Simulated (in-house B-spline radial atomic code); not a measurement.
## Rh6+: [Kr] 4d3

All numbers are computed (non-relativistic B97-1, spin-polarised, spherical fractional occupations, exact exchange averaged over the configuration; point nucleus) with a radial B-spline atomic code at the basis-set limit, not measured.

Effective charges: Z_r = [3n² - l(l+1)]/(2<r>) from the radius, Z_e = n√(-2ε) from the energy, and Slater's rules. Values are occupation-weighted means over spin.

```json
{"shell": "1s", "electrons": "2", "ε (eV)": "-22534", "<r> (bohr)": "0.03385", "Z_r": "44.31", "Z_e": "40.70", "Slater": "44.70"}
{"shell": "2s", "electrons": "2", "ε (eV)": "-3304.8", "<r> (bohr)": "0.1472", "Z_r": "40.76", "Z_e": "31.17", "Slater": "40.85"}
{"shell": "2p", "electrons": "6", "ε (eV)": "-3068.9", "<r> (bohr)": "0.126", "Z_r": "39.69", "Z_e": "30.04", "Slater": "40.85"}
{"shell": "3s", "electrons": "2", "ε (eV)": "-672.59", "<r> (bohr)": "0.4022", "Z_r": "33.57", "Z_e": "21.09", "Slater": "33.75"}
{"shell": "3p", "electrons": "6", "ε (eV)": "-578.97", "<r> (bohr)": "0.395", "Z_r": "31.64", "Z_e": "19.57", "Slater": "33.75"}
{"shell": "3d", "electrons": "10", "ε (eV)": "-407.04", "<r> (bohr)": "0.3689", "Z_r": "28.46", "Z_e": "16.41", "Slater": "23.85"}
{"shell": "4s", "electrons": "2", "ε (eV)": "-169.7", "<r> (bohr)": "0.9762", "Z_r": "24.59", "Z_e": "14.13", "Slater": "17.25"}
{"shell": "4p", "electrons": "6", "ε (eV)": "-139.3", "<r> (bohr)": "1.035", "Z_r": "22.23", "Z_e": "12.80", "Slater": "17.25"}
{"shell": "4d", "electrons": "3", "ε (eV)": "-92.007", "<r> (bohr)": "1.198", "Z_r": "17.53", "Z_e": "10.40", "Slater": "8.30"}
```

The least bound orbital is 4d up at -92.01 eV, and it is also the most diffuse (<r> = 1.198 bohr).

The density falls to 0.001 bohr⁻³ at 2.633 bohr; Σ<r²> = 17.632 bohr² gives, by the non-relativistic formula and without the paramagnetism of open shells, a Langevin diamagnetic susceptibility of -13.96×10⁻⁶ cm³/mol.
